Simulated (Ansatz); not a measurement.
System: NO3, net charge -1, singlet state. It need not be the lowest isomer of its formula. Whether it binds its extra electron was not tested at this geometry. 
Structure (B3LYP-D3(BJ)/def2-TZVP (Ansatz, a first-principles code) minimum search):
```xyz
4

O      0.0192    -0.0203    -1.2561
N      0.0000     0.0000     0.0000
O      1.0421     0.2888     0.6396
O     -1.0613    -0.2685     0.6165
```
Charge -1, spin multiplicity 1.

Basis-set convergence of Hartree-Fock and CCSD(T) correlation energies (hartree) with Ansatz. Correlated levels leave the core frozen unless marked. Spin-orbit coupling is left out. No relativistic terms.

| basis | functions | E(HF) | E(corr, CCSD(T)) |
|---|---|---|---|
| aug-cc-pVDZ | 92 | -278.97339 | -0.81221 |
| aug-cc-pVTZ | 184 | [?] | [?] |

Question: Fill in the missing entries.

Answer: 
- aug-cc-pVTZ, E(HF): -279.03613
- aug-cc-pVTZ, E(corr, CCSD(T)): -0.98028
